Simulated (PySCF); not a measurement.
**Spinor energies of La³⁰⁺ (lanthanum, charge +30)**

Start: [Ar] 3d9; 3d3/2 filled at m_j = -1/2, +1/2, +3/2; 3d5/2 filled at m_j = -5/2, -3/2, -1/2, +1/2, +3/2, +5/2. Calculated with PySCF 2.14 in an uncontracted even-tempered set (16 s from 4.9 bohr⁻², ratio 2.8; 12 p from 6.4 bohr⁻², ratio 2.8; 8 d from 6.4 bohr⁻², ratio 2.8; 3 f from 26 bohr⁻², ratio 3): generalised Hartree-Fock with the X2C-1e Hamiltonian and a Gaussian nucleus; one run each with spin-orbit coupling (SO) screened by Boettger's factors, then bare. This is a chosen level, not necessarily the ground level.

```tsv
spinor shell	electrons	ε, screened SO (eV)	ε, bare SO (eV)	weight of nominal j (bare SO)	rms radius, bare SO (bohr)
1s1/2	2	-40252.7	-40252.4	1.000	0.0286
2s1/2	2	-7435.2	-7435.2	1.000	0.116
2p1/2	2	-7066.5	-7078.4	1.000	0.0995
2p3/2	4	-6651.0	-6646.5	1.000	0.105
3s1/2	2	-2410.4	-2410.5	1.000	0.297
3p1/2	2	-2252.4	-2254.9	0.999	0.287
3p3/2	4	-2169.1	-2168.2	1.000	0.299
3d3/2	3	-1911.5	-1914.0	0.994	0.267
3d5/2	6	-1893.3	-1891.8	0.997	0.271
```

```json
{"quantity": "E (hartree)", "screened SO": "-7989.16385", "bare SO": "-7989.34949"}
{"quantity": "M_J", "screened SO": "3/2", "bare SO": "3/2"}
{"quantity": "⟨J²⟩", "screened SO": "3.750", "bare SO": "3.750"}
{"quantity": "⟨L²⟩", "screened SO": "6.019", "bare SO": "6.021"}
{"quantity": "⟨S²⟩", "screened SO": "0.769", "bare SO": "0.771"}
```

Each row is a mean over spinors that exchange with the open shell spreads, by up to 17.368 eV (3p1/2).

Breit and QED terms are absent; they matter most for the inner s and p1/2 levels.

Densities and radii are taken from the X2C orbitals without a picture-change correction, which distorts them close to the nucleus.
